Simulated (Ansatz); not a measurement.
Geometry optimisation of Al₂Ru₃.

```yaml
crystal:
  periodic: [false, false, false]
  atoms:
    - {symbol: Ru, position_ang: [1.517960, 1.444980, -0.091810]}
    - {symbol: Ru, position_ang: [1.855930, -0.889680, 0.009740]}
    - {symbol: Ru, position_ang: [-0.411660, -0.419880, -0.064060]}
    - {symbol: Al, position_ang: [-0.858830, 1.887820, 0.197870]}
    - {symbol: Al, position_ang: [-2.103400, -2.023250, -0.051730]}
basis:
  gaussian: {orbitals: def2-SVP}
hamiltonian: {xc: pbe, dispersion: d4}
scf: {lower_state_search: "off"}
output: {orbitals: {seedname: orbitals}}
relax: {f_tol: 0.02, max_steps: 100}
```

```sh
$ ansatz run in.yaml --threads 4 --pin off --events-out ev --progress --plain --max-ram 4787MiB
```

Shortened log:

```
Functional definition: PBE
mean field -20928.39649230 eV, -769.1043853155 hartree, gradient 2.9e-6 eV, S^2 0.000000; 0 other end points of the search recorded, 0 dependent functions left out
relax step   1: F+E_penalty+E_count = -20928.79238651 eV  Δ(F+E_penalty+E_count) = +0.000e0 eV  max|allowed force component| = 1.930e0 eV/Å  Δτ_max = 0.0000 Å  (155 SCF iters, accepted)
mean field -20928.73196280 eV, -769.1167136287 hartree, gradient 2.1e-6 eV, S^2 0.000000; 0 other end points of the search recorded, 0 dependent functions left out
relax step   2: F+E_penalty+E_count = -20929.12483166 eV  Δ(F+E_penalty+E_count) = -3.324e-1 eV  max|allowed force component| = 7.114e-1 eV/Å  Δτ_max = 0.1794 Å  (89 SCF iters, accepted)
mean field -20928.98102539 eV, -769.1258665101 hartree, gradient 6.2e-6 eV, S^2 0.000000; 0 other end points of the search recorded, 0 dependent functions left out
relax step   3: F+E_penalty+E_count = -20929.37381931 eV  Δ(F+E_penalty+E_count) = -2.490e-1 eV  max|allowed force component| = 8.210e-1 eV/Å  Δτ_max = 0.1945 Å  (73 SCF iters, accepted)
mean field -20929.20357813 eV, -769.1340451726 hartree, gradient 7.2e-6 eV, S^2 0.000000; 0 other end points of the search recorded, 0 dependent functions left out
relax step   4: F+E_penalty+E_count = -20929.59959686 eV  Δ(F+E_penalty+E_count) = -2.258e-1 eV  max|allowed force component| = 5.901e-1 eV/Å  Δτ_max = 0.1951 Å  (59 SCF iters, accepted)
mean field -20929.42492241 eV, -769.1421794249 hartree, gradient 1.5e-6 eV, S^2 0.000000; 0 other end points of the search recorded, 0 dependent functions left out
relax step   5: F+E_penalty+E_count = -20929.82970707 eV  Δ(F+E_penalty+E_count) = -2.301e-1 eV  max|allowed force component| = 6.511e-1 eV/Å  Δτ_max = 0.1955 Å  (61 SCF iters, accepted)
mean field -20929.63732533 eV, -769.1499850882 hartree, gradient 2.3e-6 eV, S^2 0.000000; 0 other end points of the search recorded, 0 dependent functions left out
relax step   6: F+E_penalty+E_count = -20930.05325099 eV  Δ(F+E_penalty+E_count) = -2.235e-1 eV  max|allowed force component| = 6.161e-1 eV/Å  Δτ_max = 0.1948 Å  (50 SCF iters, accepted)
mean field -20929.82479977 eV, -769.1568746469 hartree, gradient 1.8e-6 eV, S^2 0.000000; 0 other end points of the search recorded, 0 dependent functions left out
relax step   7: F+E_penalty+E_count = -20930.24666521 eV  Δ(F+E_penalty+E_count) = -1.934e-1 eV  max|allowed force component| = 5.152e-1 eV/Å  Δτ_max = 0.1948 Å  (50 SCF iters, accepted)
mean field -20930.02461328 eV, -769.1642176580 hartree, gradient 1.5e-6 eV, S^2 0.000000; 0 other end points of the search recorded, 0 dependent functions left out
relax step   8: F+E_penalty+E_count = -20930.42277882 eV  Δ(F+E_penalty+E_count) = -1.761e-1 eV  max|allowed force component| = 4.117e-1 eV/Å  Δτ_max = 0.1946 Å  (50 SCF iters, accepted)
mean field -20930.22541249 eV, -769.1715968926 hartree, gradient 2.0e-6 eV, S^2 0.000000; 0 other end points of the search recorded, 0 dependent functions left out
relax step   9: F+E_penalty+E_count = -20930.60632268 eV  Δ(F+E_penalty+E_count) = -1.835e-1 eV  max|allowed force component| = 4.868e-1 eV/Å  Δτ_max = 0.1928 Å  (48 SCF iters, accepted)
mean field -20930.36234590 eV, -769.1766291025 hartree, gradient 1.8e-6 eV, S^2 0.000000; 0 other end points of the search recorded, 0 dependent functions left out
relax step  10: F+E_penalty+E_count = -20930.73324853 eV  Δ(F+E_penalty+E_count) = -1.269e-1 eV  max|allowed force component| = 2.880e-1 eV/Å  Δτ_max = 0.1949 Å  (39 SCF iters, accepted)
mean field -20930.43691289 eV, -769.1793693888 hartree, gradient 1.5e-6 eV, S^2 0.000000; 0 other end points of the search recorded, 0 dependent functions left out
relax step  11: F+E_penalty+E_count = -20930.81236305 eV  Δ(F+E_penalty+E_count) = -7.911e-2 eV  max|allowed force component| = 4.167e-1 eV/Å  Δτ_max = 0.1949 Å  (49 SCF iters, accepted)
mean field -20930.39286211 eV, -769.1777505527 hartree, gradient 1.2e-6 eV, S^2 0.000000; 0 other end points of the search recorded, 0 dependent functions left out
relax step  12: F+E_penalty+E_count = -20930.79409054 eV  Δ(F+E_penalty+E_count) = +1.827e-2 eV  max|allowed force component| = 4.258e-1 eV/Å  Δτ_max = 0.1951 Å  (68 SCF iters, rejected (line search))
mean field -20930.45715549 eV, -769.1801132908 hartree, gradient 9.3e-6 eV, S^2 0.000000; 0 other end points of the search recorded, 0 dependent functions left out
relax step  13: F+E_penalty+E_count = -20930.83480794 eV  Δ(F+E_penalty+E_count) = -2.244e-2 eV  max|allowed force component| = 9.690e-2 eV/Å  Δτ_max = 0.0950 Å  (42 SCF iters, accepted)
mean field -20930.45398847 eV, -769.1799969050 hartree, gradient 2.9e-6 eV, S^2 0.000000; 0 other end points of the search recorded, 0 dependent functions left out
relax step  14: F+E_penalty+E_count = -20930.83805234 eV  Δ(F+E_penalty+E_count) = -3.244e-3 eV  max|allowed force component| = 1.955e-2 eV/Å  Δτ_max = 0.0414 Å  (53 SCF iters, accepted)
Total energy: -20930.83808956 eV, -769.1941123597 hartree
Atom 0 at     1.358091     1.058269     0.512781 Å, force     0.010087    -0.000752     0.001767 eV/Å
Atom 1 at     1.256203    -1.039775    -0.106563 Å, force    -0.008900     0.011833    -0.008167 eV/Å
Atom 2 at    -0.603459    -0.231809    -1.272669 Å, force     0.012794     0.000038    -0.006903 eV/Å
Atom 3 at    -0.930969     1.643869     0.140645 Å, force    -0.004569    -0.019545     0.002843 eV/Å
Atom 4 at    -1.079866    -1.430564     0.725817 Å, force    -0.009412     0.008427     0.010460 eV/Å
Dipole moment:     0.075224     0.125126     0.039759 e Å
Checks for a lower state left out: stability, starts, cluster_reference, orbital_swaps, neighbouring_geometries, increment
```

It took 39 s on 4 threads of Arm Neoverse V1 on a shared host.

In the def2 sets Ru takes a core potential; there is no spin–orbit coupling. An occupied level lies above an empty one. Another isomer (quintet) lies 1.98 eV lower at PBE0-D4/def2-TZVP; other spin states weren't run for this one.
